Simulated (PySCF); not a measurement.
Computed shifts of a molecule C5H3N3, PySCF with PBE0/pcSseg-1, GIAO, gas phase, equivalent atoms averaged, in ppm (number of nuclei): ¹⁵N: 386.2 (1), 382.8 (1), 327.5 (1). ¹³C: 158.1 (1), 153.5 (1), 152.1 (1), 138.3 (1), 123.3 (1). ¹H: 9.28 (1), 9.03 (1), 9.00 (1). References: ¹⁵N against NH3 (σ = 267.4 ppm); ¹³C against TMS (σ = 186.3 ppm); ¹H against TMS (σ = 31.56 ppm), references at their B3LYP-D3(BJ)/def2-TZVP geometries, non-relativistic. Coordinates come from a PBE0-D3(BJ)/def2-SVP optimisation. Other conformers were not sampled.

Q: Which molecule gave these data?
(A) N#Cc1cncnc1
(B) N#Cc1ncccn1
(C) N#Cc1ccncn1
(D) N#Cc1cnccn1

A: D, N#Cc1cnccn1
